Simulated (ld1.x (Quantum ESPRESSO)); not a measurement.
**PBEsol PAW dataset for nitrogen (N), scalar-relativistic all-electron reference.**

nitrogen (N), PAW, made with ld1.x (Quantum ESPRESSO) 7.5 (PBEsol, scalar-relativistic). Core [He], reference 2s2 2p3. Waves: 2s (bound): rcut 0.90, rcutus 1.20 bohr; 2s channel at 0.8 Ry: rcut 0.90, rcutus 1.20 bohr; 2p (bound): rcut 1.45, rcutus 1.60 bohr; 2p channel at 0.05 Ry: rcut 1.45, rcutus 1.60 bohr; 3d channel at 0.45 Ry: rcut 1.50, rcutus 1.80 bohr; 3d channel at 2.7 Ry: rcut 1.50, rcutus 1.80 bohr. Local part: all-electron potential smoothed inside 1.15 bohr (lloc = -1). Core correction: Bessel-smoothed model core, default radius (core density twice the valence density). Augmentation charge: PSQ, inside the norm-conserving radii.

All-electron outer shells of the reference configuration (PBEsol, scalar-relativistic, ld1.x):

```json
{"shell": "1s", "level (eV)": "-383.09", "outermost node (bohr)": "–", "outermost maximum (bohr)": "0.15"}
{"shell": "2s", "level (eV)": "-18.46", "outermost node (bohr)": "0.32", "outermost maximum (bohr)": "1.02"}
{"shell": "2p", "level (eV)": "-7.04", "outermost node (bohr)": "–", "outermost maximum (bohr)": "0.98"}
```

Calculated quality:

```json
{
  "Cutoffs needed": "25 Ry and 40 Ry (the cutoffs (Ry, on a coarse ladder) from which the occupation-weighted sum of valence levels, in a spherical-Bessel basis at the reference potential, stays within 10 and 1 mRy of its value at 400 Ry)",
  "Ghost test": "no extra level below or beside the all-electron valence levels (s, p, d, f tested) (spherical-Bessel basis up to 400 Ry, 20 bohr box)",
  "Largest excitation error": "-16 meV (all-electron minus pseudo) for 2s1 2p0, out of 7 test configurations",
  "Lowest eigenvalue of the overlap operator": "0.55 (s channel)",
  "Density cutoff estimated by the generator": "293 Ry"
}
```

Generation and tests took about 2.2 s on one core of a shared server CPU.
